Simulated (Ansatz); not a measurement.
Spectroscopic constants of ZnGa, multiplicity 2 (lowest of 2S+1 = 2, 4 at CCSD(T)/def2-TZVPP on PBE0 minima; our sources give no spin for the ground state, which may be another). No spin–orbit coupling. Zn is treated without relativity. Ga is treated without relativity.

Seven points along R, fitted to fifth degree in 1/R; most abundant isotopes. Runs in def2 and cc sets follow the lowest solution found near the PBE0 minimum.

Correlated levels freeze the inner cores; with def2 sets outer-core shells near the valence are correlated too.

The values were computed with Ansatz (an electronic-structure program) with Gaussian orbitals. Each number belongs to the level named beside it.

Task: What bond length and harmonic frequency does B97M-V/def2-TZVPP give?

Result: r_e = 2.701 Å, ω_e = 119 cm⁻¹.

Task: What bond length and harmonic frequency does CAM-B3LYP/def2-TZVPP give?

Result: r_e = 2.765 Å, ω_e = 101 cm⁻¹.

Task: What bond length and harmonic frequency does B2PLYP/def2-TZVPP give?

Result: r_e = 2.719 Å, ω_e = 115 cm⁻¹.
